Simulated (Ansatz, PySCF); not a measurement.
CH5MoNO2, multiplicity 1. Atoms are numbered in the order given.

```xyz
10

Mo     0.1045    -0.0464     0.0000
O      1.0296     0.0297    -1.4145
O      1.0296     0.0297     1.4145
N     -1.1219    -1.5406     0.0000
H     -1.3752    -2.0654    -0.8370
H     -1.3752    -2.0654     0.8370
C     -1.0731     1.7175     0.0000
H     -0.4081     2.5958     0.0000
H     -1.7058     1.7434     0.9014
H     -1.7058     1.7434    -0.9014
```

Geometry: B3LYP-D3(BJ)/def2-SVP. The spin state was assumed, not searched. The structure was generated by enumeration; whether it is a known compound was not checked. The def2 effective core potentials stand for the cores of Mo; spin–orbit coupling is left out. One conformer was computed; it need not be the lowest.

Vertical ionisation energy (IE) and electron affinity (EA) in eV. Rows of orbital energies are one-electron estimates. Where ΔSCF, EOM or ADC give a negative EA the extra electron is unbound and the value depends on the basis.

| level | IE | EA |
|---|---|---|
| −ε(HOMO), −ε(LUMO), HF/def2-TZVP (PySCF) | (withheld) | (withheld) |
| −ε(HOMO), −ε(LUMO), PBE/def2-TZVP (PySCF) | 7.18 | 2.94 |
| ΔSCF, CAM-B3LYP/def2-SVPD (Ansatz), final states of multiplicity 2 and 2 | 10.82 | 0.69 |
| ΔSCF, PBE/def2-SVPD (Ansatz), final states of multiplicity 2 and 2 | 10.19 | 0.07 |

Fill in the missing entries. (An estimate is asked for; the answer gives what the named calculation found.)


- −ε(HOMO), −ε(LUMO), HF/def2-TZVP (PySCF), IE: 11.96
- −ε(HOMO), −ε(LUMO), HF/def2-TZVP (PySCF), EA: -1.41

What vertical singlet–triplet gap does ΔSCF give with CAM-B3LYP/def2-SVPD (Ansatz, a first-principles code) and with PBE/def2-SVPD (Ansatz)? (Estimate from the structure and the level; the computed values follow.)

4.17 and 4.04 eV (triplet above singlet where positive).
